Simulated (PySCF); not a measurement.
Species: C4H4FNSi.
SMILES: `N#CCC#C[SiH2]F`

The closed-shell ground state was solved at several levels (PySCF, density fitting, gas phase, non-relativistic). Geometry: PBE0-D3(BJ)/def2-SVP; no solvent, vibrations or thermal averaging.

| level | basis functions | HOMO (eV) | LUMO (eV) | gap (eV) | dipole (D) |
| --- | --- | --- | --- | --- | --- |
| PBE0/IGLO-III | 294 | -8.60 | -1.25 | 7.35 | 2.11 |
| PBE0/cc-pVTZ | 270 | -8.56 | -1.18 | 7.38 | 2.10 |
| PBE0/def2-TZVP | 247 | -8.59 | -1.25 | 7.34 | 2.10 |
| KT2/pcSseg-1 | 146 | -7.38 | -2.16 | 5.22 | 1.93 |
| PBE0/6-31G* | 110 | -8.34 | -0.90 | 7.44 | 2.00 |
| PBE0/6-31G | 75 | -8.47 | -0.89 | 7.58 | 1.41 |
| PBE0/aug-cc-pVDZ | 201 | -8.57 | -1.28 | 7.29 | 2.04 |
| mPW1PW91/pcSseg-1 | 146 | -8.65 | -1.19 | 7.46 | 1.97 |

**Question.** What might wB97X-D/pcSseg-1 (146 basis functions) give for the same quantities?

**Answer.** HOMO -10.49 eV, LUMO 0.61 eV, gap 11.10 eV, dipole 1.98 D.

**Question.** Over all these levels, which gives the widest orbital gap and which the narrowest?

**Answer.** wB97X-D/pcSseg-1 (range-separated hybrid) has the widest, 11.10 eV, and KT2/pcSseg-1 (GGA) the narrowest, 5.22 eV. The two share the basis. From the narrowest to the widest the HOMO moves by -3.11 eV and the LUMO by +2.77 eV.

**Question.** How much does the basis alone move the frontier levels among the 6 PBE0 rows?

**Answer.** The HOMO by 0.26 eV and the LUMO by 0.39 eV. By rising basis size (HOMO, LUMO in eV): 6-31G -8.47, -0.89; 6-31G* -8.34, -0.90; aug-cc-pVDZ -8.57, -1.28; def2-TZVP -8.59, -1.25; cc-pVTZ -8.56, -1.18; IGLO-III -8.60, -1.25.

**Question.** How far do the dipole and the HOMO energy spread over the levels?

**Answer.** The dipole runs from 1.41 to 2.11 D (mean 1.96 D) and the HOMO from -10.49 to -7.38 eV.
